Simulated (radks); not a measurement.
Results of a calculation; reference values are marked as such.
Cr3+, 21 electrons, occupied as [Ne] 3s1.75 3p6 3d3 4s0.25 (fractional occupations, a model configuration). Level of theory: Dirac Kohn-Sham, PBE, spin-unpolarised, spherical densities, finite nucleus; open shells fill j = l - 1/2 first; Fermi nuclear charge, rms radius 3.6452 fm (a radial shooting solver on a logarithmic mesh with Libxc functionals).

Spin-orbit splittings of the eigenvalues, e(l+1/2) - e(l-1/2), with zeta = 2 splitting/(2l+1) and mean radii in bohr:

| shell | occ. | splitting (eV) | zeta (eV) | <r> j=l-1/2 | <r> j=l+1/2 |
|---|---|---|---|---|---|
| 2p | 6 | 8.646 | 5.764 | 0.2579 | 0.2607 |
| 3p | 6 | 1.082 | 0.7216 | 0.9279 | 0.9357 |
| 3d | 3 | 0.1140 | 0.04560 | 1.086 | 1.088 |
